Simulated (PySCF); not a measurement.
# Xe⁺ (xenon, charge +1) across methods

[Kr] 4d10 5s2 5p5, 2P determinant. Computed with PySCF 2.14 in aug-cc-pVTZ-PP with ECP28MDF, with a scalar-relativistic core potential. The B2PLYP total includes its PT2 part (frozen core); its orbital energies are those of the SCF part.

```
   method  E (hartree)  mean ε 5s β (eV)  mean ε 5p α (eV)  mean ε 5p β (eV)  Σ⟨r²⟩ (bohr²)   ⟨S²⟩
   B2PLYP    -328.6384           -32.273           -19.897           -18.991          49.01  0.754
      PBE    -328.8894           -28.696           -17.353           -16.577          48.82  0.752
     PBE0    -328.9221           -30.573           -18.764           -17.914          48.76  0.753
      LDA    -328.4543           -29.056           -17.464           -16.733          48.80  0.751
   r2SCAN    -329.0298           -29.155           -17.808           -16.930          48.67  0.755
  r2SCAN0    -329.0080           -30.883           -19.062           -18.143          48.69  0.755
      UHF   -327.87732           -34.987           -22.001           -20.871          49.21  0.760
  wB97M-V    -328.9012           -33.174           -20.986           -20.188          48.93  0.752
CAM-B3LYP    -328.9179           -32.294           -20.075           -19.298          48.92  0.753
```

Energies and moments cover only the electrons outside the core potential.
